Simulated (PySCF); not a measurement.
C₄H₆F₂, SMILES C(/F)=C/[C@@H](C)F. Coordinates come from a r2SCAN-D4/def2-SVP optimisation. The structure was generated by enumeration; whether it is a known compound was not checked. The values are those of a single conformer.

Computed equilibrium geometry at r2SCAN-D4/def2-SVP (PySCF confirms it by a frequency run) as bond lengths and angles (one conformer of several):
Atoms: C1 C2 F3 C4 C5 F6 H7 H8 H9 H10 H11 H12. Bonds (Å): C1–C2 1.518, C1–H7 1.100, C1–H8 1.101, C1–H9 1.100, C2–F3 1.393, C2–C4 1.504, C2–H10 1.106, C4–C5 1.334, C4–H11 1.094, C5–F6 1.335, C5–H12 1.095. Bond angles (°): C2–C1–H7 109.5, C2–C1–H8 110.1, C2–C1–H9 110.8, H7–C1–H8 108.9, H7–C1–H9 108.7, H8–C1–H9 108.8, C1–C2–F3 108.0, C1–C2–C4 113.3, C1–C2–H10 109.9, F3–C2–C4 109.9, F3–C2–H10 106.8, C4–C2–H10 108.8, C2–C4–C5 124.2, C2–C4–H11 119.0, C5–C4–H11 116.8, C4–C5–F6 122.6, C4–C5–H12 125.0, F6–C5–H12 112.5.
Charge 0, spin multiplicity 1.
